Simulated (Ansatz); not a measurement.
Energy needed to pull apart SiH$_{2}$I (SMILES [SiH2]I), doublet, into free ground-state atoms, from the structure below (displaced at random from a GFN2-xTB minimum); no zero-point or spin–orbit terms; open-shell atoms are treated unrestricted, in their ground-state multiplicity.

Si1  (-0.170, -0.240, -0.449)
I2  (1.860, -0.256, 0.922)
H3  (-1.359, -0.673, 0.346)
H4  (-0.136, 1.179, -1.009)
(Å)

Program: Ansatz 0.2.0. Basis: def2-TZVPP. Cores are frozen in the correlated methods; orbitals are unrestricted. Filled d shells of the heavier atoms are correlated. Core potentials replace the inner electrons of the atoms past krypton. The def2 sets are not built for correlating such inner shells, so the correlated values are less sure here.

| method | atomization energy (eV) |
| --- | --- |
| PBE-D4 | 9.35 |
| r2SCAN-D4 | 9.46 |
| PBE0-D4 | 9.29 |
| BHLYP-D4 | 9.15 |
| CAM-B3LYP-D4 | 9.22 |
| wB97M-V | ? |
| HF | 6.92 |
| MP2 | ? |
| CCSD | 8.87 |
| CCSD(T) | 9.00 |

(1) What does wB97M-V give? (To be estimated.)

(2) What does MP2 give? (To be estimated.)

T1 diagnostic: at most 0.013. ⟨S²⟩ of the unrestricted Hartree–Fock references: 0.76 (a pure state has 0.75).

Answers

(1) The calculation gives: 9.18 eV, which is about 0.17 eV more than CCSD(T)/def2-TZVPP.

(2) By the calculation: 9.04 eV, which is about 0.04 eV more than CCSD(T)/def2-TZVPP.

In triple zeta the MP2 and coupled-cluster atomization energies are still short of their basis limit by a few kcal/mol a bond, whereas those of the functionals are nearly converged, so these differences are not deviations from converged CCSD(T).

For scale, one of the runs: CCSD(T)/def2-TZVPP forces, 120 basis functions, launched by `ansatz run in.yaml --threads 4 --pin off --events-out ev --progress --plain --max-ram 5222MiB`. Time: 52 s of wall clock on 4 CPU threads of an Intel Xeon 6975P-C; the host was shared. Peak host memory: 2.2 GiB.
